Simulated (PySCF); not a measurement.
Identify the compound

Molecular formula: C3H2F3N. Simulated spectra:

1H NMR (500 MHz, computed): δ 2.91 (m, 2H).

13C{1H} NMR (computed): δ 133.5, 116.8, 26.9.

[PySCF 2.14: NMR shieldings at B97-2/pcSseg-2/GIAO; coordinates at the PBE0-D3(BJ)/def2-TZVP level; one computed conformer; gas phase; one averaged value for each set of equivalent atoms; non-relativistic Hamiltonian]

Chemical shifts δ = σref − σ; 1H (σref 31.64), 13C (σref 185.38) vs TMS, all at this level.

Propose a structure and justify it.

Results:


- Rings plus π bonds: 2 (no ring in the answer).
- 3 carbon signals for 3 carbons: no two carbons are equivalent.
- Carbon types of the structure: 2 × C, 1 × CH2, which accounts for all hydrogens.
- δC 133.5: CF3 carbon; 3 electronegative neighbours deshield it.
- δC 116.8: nitrile carbon; C≡N carbons fall here, among the sp2 signals but without a proton.
- δC 26.9: sp3 CH2 α to a nitrile; a saturated carbon with 2 carbon neighbours and no heteroatom attached.
- δH 2.91: hydrogen on an sp3 CH2 α to a nitrile.

These data were computed for `InChI=1S/C3H2F3N/c4-3(5,6)1-2-7/h1H2`.

The data come from this structure; uniqueness wasn't tested.

Splittings by 19F in the carbon and heteronuclear signals aren't shown, as no couplings were computed. Shifts are as computed. Against solution values, carbons near 30 ppm lie about +3 ppm off and those near 130 ppm about +7 ppm. Of 1211 compounds with measured shifts, 218 miss one by over three times the rms of a fit or turn the order of signals round; such compounds aren't used in these exercises.
